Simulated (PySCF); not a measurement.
How methods differ on the ionisation energy of Sr

Sr [Kr] 5s2 (1S) → Sr+ [Kr] 5s1 (2S), as a difference of total energies. Computed with PySCF 2.14 in x2c-TZVPPall with one added diffuse shell each of s, p, d, f type (9s7p7d3f1g, 95 functions), with scalar relativity by spin-free X2C-1e. Correlated levels: valence: [Kr] frozen; valence and next inner shell: [Ar] 3d10 frozen. The calculations carry no spin-orbit coupling.

```json
{"method": "UHF", "ionisation energy (eV)": "4.746", "error (eV)": "-0.949"}
{"method": "LDA", "ionisation energy (eV)": "5.879", "error (eV)": "+0.184"}
{"method": "PBE", "ionisation energy (eV)": "5.707", "error (eV)": "+0.012"}
{"method": "PBE0", "ionisation energy (eV)": "5.620", "error (eV)": "-0.075"}
{"method": "r2SCAN", "ionisation energy (eV)": "5.427", "error (eV)": "-0.268"}
{"method": "LC-wPBE", "ionisation energy (eV)": "5.432", "error (eV)": "-0.263"}
{"method": "wB97X-V", "ionisation energy (eV)": "5.547", "error (eV)": "-0.148"}
{"method": "BLYP", "ionisation energy (eV)": "5.692", "error (eV)": "-0.003"}
{"method": "PBEsol", "ionisation energy (eV)": "5.678", "error (eV)": "-0.017"}
{"method": "MP2 (valence)", "ionisation energy (eV)": "5.248", "error (eV)": "-0.447"}
{"method": "SCS-MP2 (valence)", "ionisation energy (eV)": "5.349", "error (eV)": "-0.346"}
{"method": "MP2 (valence and next inner shell)", "ionisation energy (eV)": "5.567", "error (eV)": "-0.128"}
{"method": "SCS-MP2 (valence and next inner shell)", "ionisation energy (eV)": "5.603", "error (eV)": "-0.092"}
```

Reference: 5.695 eV (measured; NIST Atomic Spectra Database, ionization energies).

Errors of the correlated levels include the incompleteness of this basis and the frozen core.
